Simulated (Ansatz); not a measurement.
Ansatz (a program for electronic structure) input (HF/3-21G): The .json file is the Basis Set Exchange's 3-21G.

Ansatz 0.2 input:
```yaml
crystal:
  periodic: [false, false, false]
  atoms:
    - {symbol: C, position_ang: [1.58952800, 0.18519500, -0.29336500]}
    - {symbol: O, position_ang: [0.33224300, -0.47033300, -0.35058400]}
    - {symbol: Si, position_ang: [-1.04297300, 0.05714900, 0.39254300]}
    - {symbol: H, position_ang: [1.48670600, 1.26255100, -0.45660600]}
    - {symbol: H, position_ang: [2.07172300, 0.01806400, 0.67348300]}
    - {symbol: H, position_ang: [2.22124300, -0.23093000, -1.07764100]}
    - {symbol: H, position_ang: [-1.21941700, 1.52218300, 0.14501600]}
    - {symbol: H, position_ang: [-2.15374600, -0.72045300, -0.21498800]}
basis:
  gaussian:
    orbitals: 3-21G.json
hamiltonian:
  xc: {name: HF}
magnetization: {spin_polarized: true, initial_magnetization: 1}
relax: {f_tol: 0.003, max_steps: 120}
```

Output:

```
Functional definition: HF
integrals: 0.00 GiB planned
490 factors; integrals over basis functions are off by at most 5.3e-4 eV
mean field: 0.11 GiB planned
mean field evaluation 1: about -10947.5572 eV, gradient 1.8e1 eV
mean field evaluation 2: about -10947.7604 eV, gradient 1.8e1 eV
mean field evaluation 4: about -10949.2018 eV, gradient 1.8e0 eV
mean field evaluation 8: about -10949.2345 eV, gradient 1.7e-1 eV
mean field -10949.23541333 eV, -402.3769797815 hartree, gradient 1.5e-5 eV, S^2 0.752208; 0 other end points of the search recorded, 0 dependent functions left out
the calculation of the forces begins
reference -10949.23541333 eV, -402.3769797815 hartree; 17, 16 occupied and 24, 25 virtual orbitals, 490 factors
relax step   1: F+E_penalty+E_count = -10949.23541333 eV  Δ(F+E_penalty+E_count) = +0.000e0 eV  max|allowed force component| = 1.101e0 eV/Å  Δτ_max = 0.0000 Å  (43 SCF iters, accepted)
these checks for a lower state are left out or cut short: starts, cluster_reference, orbital_swaps, neighbouring_geometries, increment
integrals: 0.00 GiB planned
490 factors; integrals over basis functions are off by at most 5.3e-4 eV
mean field: 0.11 GiB planned
mean field evaluation 16: about -10949.0295 eV, gradient 1.4e-2 eV
mean field -10949.27740980 eV, -402.3785231233 hartree, gradient 1.4e-5 eV, S^2 0.752298; 0 other end points of the search recorded, 0 dependent functions left out
the calculation of the forces begins
reference -10949.27740980 eV, -402.3785231233 hartree; 17, 16 occupied and 24, 25 virtual orbitals, 490 factors
relax step   2: F+E_penalty+E_count = -10949.27740980 eV  Δ(F+E_penalty+E_count) = -4.200e-2 eV  max|allowed force component| = 4.021e-1 eV/Å  Δτ_max = 0.0635 Å  (40 SCF iters, accepted)
these checks for a lower state are left out or cut short: starts, cluster_reference, orbital_swaps, neighbouring_geometries, increment
integrals: 0.00 GiB planned
490 factors; integrals over basis functions are off by at most 5.4e-4 eV
mean field: 0.11 GiB planned
mean field evaluation 32: about -10949.2848 eV, gradient 1.4e-5 eV
mean field -10949.28478941 eV, -402.3787943189 hartree, gradient 1.4e-5 eV, S^2 0.752344; 0 other end points of the search recorded, 0 dependent functions left out
the calculation of the forces begins
reference -10949.28478941 eV, -402.3787943189 hartree; 17, 16 occupied and 24, 25 virtual orbitals, 490 factors
relax step   3: F+E_penalty+E_count = -10949.28478941 eV  Δ(F+E_penalty+E_count) = -7.380e-3 eV  max|allowed force component| = 6.007e-2 eV/Å  Δτ_max = 0.0426 Å  (39 SCF iters, accepted)
these checks for a lower state are left out or cut short: starts, cluster_reference, orbital_swaps, neighbouring_geometries, increment
integrals: 0.00 GiB planned
490 factors; integrals over basis functions are off by at most 5.4e-4 eV
mean field: 0.11 GiB planned
mean field -10949.28706414 eV, -402.3788779138 hartree, gradient 1.4e-5 eV, S^2 0.752353; 0 other end points of the search recorded, 0 dependent functions left out
the calculation of the forces begins
reference -10949.28706414 eV, -402.3788779138 hartree; 17, 16 occupied and 24, 25 virtual orbitals, 490 factors
relax step   4: F+E_penalty+E_count = -10949.28706414 eV  Δ(F+E_penalty+E_count) = -2.275e-3 eV  max|allowed force component| = 9.906e-2 eV/Å  Δτ_max = 0.0257 Å  (41 SCF iters, accepted)
these checks for a lower state are left out or cut short: starts, cluster_reference, orbital_swaps, neighbouring_geometries, increment
integrals: 0.00 GiB planned
490 factors; integrals over basis functions are off by at most 5.4e-4 eV
mean field: 0.11 GiB planned
mean field -10949.28983563 eV, -402.3789797642 hartree, gradient 1.4e-5 eV, S^2 0.752305; 0 other end points of the search recorded, 0 dependent functions left out
the calculation of the forces begins
reference -10949.28983563 eV, -402.3789797642 hartree; 17, 16 occupied and 24, 25 virtual orbitals, 490 factors
relax step   5: F+E_penalty+E_count = -10949.28983563 eV  Δ(F+E_penalty+E_count) = -2.771e-3 eV  max|allowed force component| = 1.063e-1 eV/Å  Δτ_max = 0.0595 Å  (40 SCF iters, accepted)
these checks for a lower state are left out or cut short: starts, cluster_reference, orbital_swaps, neighbouring_geometries, increment
integrals: 0.00 GiB planned
490 factors; integrals over basis functions are off by at most 5.4e-4 eV
mean field: 0.11 GiB planned
mean field -10949.27399371 eV, -402.3783975843 hartree, gradient 1.4e-5 eV, S^2 0.752345; 0 other end points of the search recorded, 0 dependent functions left out
the calculation of the forces begins
reference -10949.27399371 eV, -402.3783975843 hartree; 17, 16 occupied and 24, 25 virtual orbitals, 490 factors
relax step   6: F+E_penalty+E_count = -10949.27399371 eV  Δ(F+E_penalty+E_count) = +1.584e-2 eV  max|allowed force component| = 3.566e-1 eV/Å  Δτ_max = 0.0865 Å  (40 SCF iters, rejected (line search))
these checks for a lower state are left out or cut short: starts, cluster_reference, orbital_swaps, neighbouring_geometries, increment
integrals: 0.00 GiB planned
490 factors; integrals over basis functions are off by at most 5.4e-4 eV
mean field: 0.11 GiB planned
mean field evaluation 64: about -10949.2912 eV, gradient 9.7e-3 eV
mean field -10949.29124297 eV, -402.3790314829 hartree, gradient 1.4e-5 eV, S^2 0.752284; 0 other end points of the search recorded, 0 dependent functions left out
[...]
relax step   7: F+E_penalty+E_count = -10949.29124297 eV  Δ(F+E_penalty+E_count) = -1.407e-3 eV  max|allowed force component| = 2.078e-2 eV/Å  Δτ_max = 0.0420 Å  (41 SCF iters, accepted)
these checks for a lower state are left out or cut short: starts, cluster_reference, orbital_swaps, neighbouring_geometries, increment
integrals: 0.00 GiB planned
490 factors; integrals over basis functions are off by at most 5.4e-4 eV
mean field: 0.11 GiB planned
mean field -10949.29132998 eV, -402.3790346804 hartree, gradient 1.4e-5 eV, S^2 0.752252; 0 other end points of the search recorded, 0 dependent functions left out
the calculation of the forces begins
reference -10949.29132998 eV, -402.3790346804 hartree; 17, 16 occupied and 24, 25 virtual orbitals, 490 factors
relax step   8: F+E_penalty+E_count = -10949.29132998 eV  Δ(F+E_penalty+E_count) = -8.701e-5 eV  max|allowed force component| = 1.887e-2 eV/Å  Δτ_max = 0.0421 Å  (40 SCF iters, accepted)
these checks for a lower state are left out or cut short: starts, cluster_reference, orbital_swaps, neighbouring_geometries, increment
integrals: 0.00 GiB planned
490 factors; integrals over basis functions are off by at most 5.5e-4 eV
mean field: 0.11 GiB planned
mean field -10949.19026168 eV, -402.3753204890 hartree, gradient 1.3e-5 eV, S^2 0.752374; 0 other end points of the search recorded, 0 dependent functions left out
the calculation of the forces begins
reference -10949.19026168 eV, -402.3753204890 hartree; 17, 16 occupied and 24, 25 virtual orbitals, 490 factors
relax step   9: F+E_penalty+E_count = -10949.19026168 eV  Δ(F+E_penalty+E_count) = +1.011e-1 eV  max|allowed force component| = 8.963e-1 eV/Å  Δτ_max = 0.0957 Å  (40 SCF iters, rejected (line search))
these checks for a lower state are left out or cut short: starts, cluster_reference, orbital_swaps, neighbouring_geometries, increment
integrals: 0.00 GiB planned
490 factors; integrals over basis functions are off by at most 5.4e-4 eV
mean field: 0.11 GiB planned
mean field -10949.29145036 eV, -402.3790391044 hartree, gradient 1.4e-5 eV, S^2 0.752258; 0 other end points of the search recorded, 0 dependent functions left out
the calculation of the forces begins
reference -10949.29145036 eV, -402.3790391044 hartree; 17, 16 occupied and 24, 25 virtual orbitals, 490 factors
relax step  10: F+E_penalty+E_count = -10949.29145036 eV  Δ(F+E_penalty+E_count) = -1.204e-4 eV  max|allowed force component| = 2.946e-3 eV/Å  Δτ_max = 0.0109 Å  (41 SCF iters, accepted)
these checks for a lower state are left out or cut short: starts, cluster_reference, orbital_swaps, neighbouring_geometries, increment
integrals: 0.00 GiB planned
490 factors; integrals over basis functions are off by at most 5.4e-4 eV
mean field: 0.11 GiB planned
mean field evaluation 96: about -10949.0405 eV, gradient 7.9e-1 eV
mean field -10949.29151223 eV, -402.3790413780 hartree, gradient 1.4e-5 eV, S^2 0.752264; 0 other end points of the search recorded, 0 dependent functions left out
the calculation of the forces begins
reference -10949.29151223 eV, -402.3790413780 hartree; 17, 16 occupied and 24, 25 virtual orbitals, 490 factors
relax step  11: F+E_penalty+E_count = -10949.29151223 eV  Δ(F+E_penalty+E_count) = -6.187e-5 eV  max|allowed force component| = 7.006e-3 eV/Å  Δτ_max = 0.0143 Å  (42 SCF iters, accepted)
these checks for a lower state are left out or cut short: starts, cluster_reference, orbital_swaps, neighbouring_geometries, increment
integrals: 0.00 GiB planned
490 factors; integrals over basis functions are off by at most 5.3e-4 eV
mean field: 0.11 GiB planned
mean field -10949.28714566 eV, -402.3788809096 hartree, gradient 1.4e-5 eV, S^2 0.752212; 0 other end points of the search recorded, 0 dependent functions left out
the calculation of the forces begins
reference -10949.28714566 eV, -402.3788809096 hartree; 17, 16 occupied and 24, 25 virtual orbitals, 490 factors
relax step  12: F+E_penalty+E_count = -10949.28714566 eV  Δ(F+E_penalty+E_count) = +4.367e-3 eV  max|allowed force component| = 5.019e-1 eV/Å  Δτ_max = 0.0118 Å  (41 SCF iters, rejected (line search))
these checks for a lower state are left out or cut short: starts, cluster_reference, orbital_swaps, neighbouring_geometries, increment
integrals: 0.00 GiB planned
490 factors; integrals over basis functions are off by at most 5.4e-4 eV
mean field: 0.11 GiB planned
mean field -10949.29153341 eV, -402.3790421565 hartree, gradient 1.4e-5 eV, S^2 0.752262; 0 other end points of the search recorded, 0 dependent functions left out
the calculation of the forces begins
reference -10949.29153341 eV, -402.3790421565 hartree; 17, 16 occupied and 24, 25 virtual orbitals, 490 factors
relax step  13: F+E_penalty+E_count = -10949.29153341 eV  Δ(F+E_penalty+E_count) = -2.118e-5 eV  max|allowed force component| = 4.716e-3 eV/Å  Δτ_max = 0.0057 Å  (42 SCF iters, accepted)
these checks for a lower state are left out or cut short: starts, cluster_reference, orbital_swaps, neighbouring_geometries, increment
integrals: 0.00 GiB planned
490 factors; integrals over basis functions are off by at most 5.4e-4 eV
mean field: 0.11 GiB planned
mean field evaluation 128: about -10949.2915 eV, gradient 2.3e-5 eV
mean field -10949.29154835 eV, -402.3790427056 hartree, gradient 1.4e-5 eV, S^2 0.752257; 0 other end points of the search recorded, 0 dependent functions left out
the calculation of the forces begins
reference -10949.29154835 eV, -402.3790427056 hartree; 17, 16 occupied and 24, 25 virtual orbitals, 490 factors
relax step  14: F+E_penalty+E_count = -10949.29154835 eV  Δ(F+E_penalty+E_count) = -1.494e-5 eV  max|allowed force component| = 9.182e-3 eV/Å  Δτ_max = 0.0128 Å  (41 SCF iters, accepted)
these checks for a lower state are left out or cut short: starts, cluster_reference, orbital_swaps, neighbouring_geometries, increment
integrals: 0.00 GiB planned
490 factors; integrals over basis functions are off by at most 5.4e-4 eV
mean field: 0.11 GiB planned
mean field -10949.29155203 eV, -402.3790428409 hartree, gradient 1.4e-5 eV, S^2 0.752257; 0 other end points of the search recorded, 0 dependent functions left out
the calculation of the forces begins
reference -10949.29155203 eV, -402.3790428409 hartree; 17, 16 occupied and 24, 25 virtual orbitals, 490 factors
relax step  15: F+E_penalty+E_count = -10949.29155203 eV  Δ(F+E_penalty+E_count) = -3.682e-6 eV  max|allowed force component| = 3.253e-3 eV/Å  Δτ_max = 0.0018 Å  (41 SCF iters, accepted)
these checks for a lower state are left out or cut short: starts, cluster_reference, orbital_swaps, neighbouring_geometries, increment
integrals: 0.00 GiB planned
490 factors; integrals over basis functions are off by at most 5.4e-4 eV
mean field: 0.11 GiB planned
mean field -10949.29154048 eV, -402.3790424162 hartree, gradient 1.4e-5 eV, S^2 0.752260; 0 other end points of the search recorded, 0 dependent functions left out
the calculation of the forces begins
reference -10949.29154048 eV, -402.3790424162 hartree; 17, 16 occupied and 24, 25 virtual orbitals, 490 factors
relax step  16: F+E_penalty+E_count = -10949.29154048 eV  Δ(F+E_penalty+E_count) = +1.156e-5 eV  max|allowed force component| = 1.180e-2 eV/Å  Δτ_max = 0.0015 Å  (41 SCF iters, rejected (line search))
these checks for a lower state are left out or cut short: starts, cluster_reference, orbital_swaps, neighbouring_geometries, increment
integrals: 0.00 GiB planned
490 factors; integrals over basis functions are off by at most 5.4e-4 eV
mean field: 0.11 GiB planned
mean field -10949.29155356 eV, -402.3790428970 hartree, gradient 1.4e-5 eV, S^2 0.752258; 0 other end points of the search recorded, 0 dependent functions left out
the calculation of the forces begins
reference -10949.29155356 eV, -402.3790428970 hartree; 17, 16 occupied and 24, 25 virtual orbitals, 490 factors
relax step  17: F+E_penalty+E_count = -10949.29155356 eV  Δ(F+E_penalty+E_count) = -1.527e-6 eV  max|allowed force component| = 8.354e-4 eV/Å  Δτ_max = 0.0007 Å  (41 SCF iters, accepted)
integrals: 0.00 GiB planned
490 factors; integrals over basis functions are off by at most 5.4e-4 eV
mean field: 0.11 GiB planned
mean field evaluation 160: about -10949.0443 eV, gradient 2.3e-3 eV
mean field -10949.29155356 eV, -402.3790428970 hartree, gradient 1.4e-5 eV, S^2 0.752258; 1 other end points of the search recorded, 0 dependent functions left out
the calculation of the forces begins
reference -10949.29155356 eV, -402.3790428970 hartree; 17, 16 occupied and 24, 25 virtual orbitals, 490 factors
Total energy: -10949.29155356 eV, -402.3790428970 hartree
Atom 0 at     1.652345     0.186719    -0.309170 Å, force     0.000835     0.000331    -0.000056 eV/Å
Atom 1 at     0.323096    -0.319219    -0.448066 Å, force     0.000006     0.000027    -0.000682 eV/Å
Atom 2 at    -1.083286     0.083560     0.370376 Å, force    -0.000666     0.000432     0.000227 eV/Å
Atom 3 at     1.690813     1.257801    -0.480089 Å, force    -0.000139    -0.000383     0.000303 eV/Å
Atom 4 at     2.053732    -0.018853     0.677835 Å, force     0.000058     0.000153    -0.000093 eV/Å
Atom 5 at     2.270062    -0.304830    -1.045011 Å, force    -0.000441    -0.000097     0.000227 eV/Å
Atom 6 at    -1.450841     1.521742     0.195525 Å, force     0.000230    -0.000325    -0.000040 eV/Å
Atom 7 at    -2.170614    -0.783493    -0.143541 Å, force     0.000117    -0.000138     0.000113 eV/Å
Dipole moment:     0.198215     0.191601     0.230994 e Å
```

The geometry given is a B3LYP-D3(BJ)/def2-TZVP minimum.
